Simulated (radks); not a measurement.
All-electron atom: Al2.5+ in [He] 2s2 2p5.5 3s1 (fractional occupations, a model configuration).

Method: scalar-relativistic Kohn-Sham, SCAN, spin-unpolarised, spherical densities, finite nucleus; meta-GGA in the generalised Kohn-Sham scheme; Fermi nuclear charge, rms radius 3.061 fm; computed with a radial shooting solver on a logarithmic mesh with Libxc functionals.

Energy parts (hartree):
total: -240.06558
kinetic: 240.57021
electron-nucleus: -560.85762
Hartree: 97.78056
exchange-correlation: -17.55873

Orbitals (lengths in bohr, moments of r in powers of bohr; r(90%) holds 90 % of the orbital's charge):
orbital,occ.,eigenvalue (hartree),<r>,r(90%)
1s,2,-57.43173,0.1201,0.215
2s,2,-5.43762,0.6125,0.964
2p,5.5,-3.96650,0.5832,0.978
3s,1,-1.11965,2.075,3.06

The highest occupied level is 3s at -30.467 eV. Summed over all electrons, <r^2> = 8.188 bohr^2, which gives a Langevin (diamagnetic) susceptibility term of -6.48 x 10^-6 cm^3/mol. The electron density at the nucleus is 1505 e/bohr^3 (large components only). The density falls to 0.001 e/bohr^3 at r = 3.25 bohr.
